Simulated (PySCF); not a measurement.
SiBrF₃, SMILES F[Si](F)(F)Br.

Geometry: PBE-D3(BJ)/def2-SVP.

All values below come from PBE-D3(BJ)/def2-SVP (PySCF).

Frequencies are harmonic and unscaled.

Modes within 1.5 cm⁻¹ of each other (mostly degenerate sets) share a row, with their intensities summed.

```json
[
 {"mode": "1–2", "ν (cm⁻¹)": "182", "IR (km/mol)": "1.2", "moving atoms (share of kinetic energy)": "F 83 %, Br 10 %"},
 {"mode": "3", "ν (cm⁻¹)": "268", "IR (km/mol)": "12.5", "moving atoms (share of kinetic energy)": "F 61 %, Br 39 %"},
 {"mode": "4–5", "ν (cm⁻¹)": "308", "IR (km/mol)": "38.6", "moving atoms (share of kinetic energy)": "F 78 %, Si 21 %"},
 {"mode": "6", "ν (cm⁻¹)": "485", "IR (km/mol)": "124.3", "moving atoms (share of kinetic energy)": "Si 51 %, F 37 %, Br 12 %"},
 {"mode": "7", "ν (cm⁻¹)": "829", "IR (km/mol)": "194.2", "moving atoms (share of kinetic energy)": "F 67 %, Si 32 %"},
 {"mode": "8–9", "ν (cm⁻¹)": "975", "IR (km/mol)": "292.8", "moving atoms (share of kinetic energy)": "F 51 %, Si 49 %"}
]
```
